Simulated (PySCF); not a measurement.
## How methods differ on the interval between two levels of Zn³⁺

Zn³⁺ [Ar] 3d9 [2D5/2, M_J = 5/2] → Zn³⁺ [Ar] 3d8 4p1 [4G11/2, M_J = 11/2], as a difference of total energies. Computed with PySCF 2.14 in x2c-SVPall-2c with one added diffuse shell each of s, d type (6s5p4d1f, 48 functions), with the two-component X2C-1e Hamiltonian. Correlated levels: [Ne] frozen; the 6 highest virtual spinors dropped. "Screened" scales the spin-orbit matrix elements by Boettger's factors to mimic the two-electron term; Breit and QED terms are absent.

```
                    method  interval between two levels (cm⁻¹)
           GHF (spin-free)                              208950
          GMP2 (spin-free)                              219400
 GHF (screened spin-orbit)                              208580
GMP2 (screened spin-orbit)                              219030
```

The labels give the starting determinants; with spin-orbit coupling the two ends relaxed to ⟨J²⟩ = 8.75, ⟨L²⟩ = 6.00, ⟨S²⟩ = 0.75 and ⟨J²⟩ = 35.75, ⟨L²⟩ = 20.02, ⟨S²⟩ = 3.75.
